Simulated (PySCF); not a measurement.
Gas-phase thermal properties of TeF6

Energies from PySCF (xtb for GFN2), thermal terms from the rigid-rotor harmonic-oscillator model, ideal gas at 1 bar. All species are closed-shell singlets. Te: scalar-relativistic def2 core potential, no spin-orbit coupling. The harmonic model lacks anharmonicity and excited electronic states, which grow with temperature; levels with a mode under 35 cm⁻¹ are left out.

```tsv
level	point group	σ	ZPE (kJ/mol)	S°298 (J/mol/K)	Cp298 (J/mol/K)	S°1000 (J/mol/K)	H1000 − H298 (kJ/mol)
GFN2-xTB	Oh	24	25.2	389.2	137.6	570.2	106.1
PBE/def2-SVP	Oh	24	36.5	348.1	123.0	520.6	102.0
PBE0/def2-TZVP	Oh	24	40.3	336.9	118.1	506.3	100.5
```
σ: rotational symmetry number. Electronic degeneracy used: 1. Frequencies are unscaled.
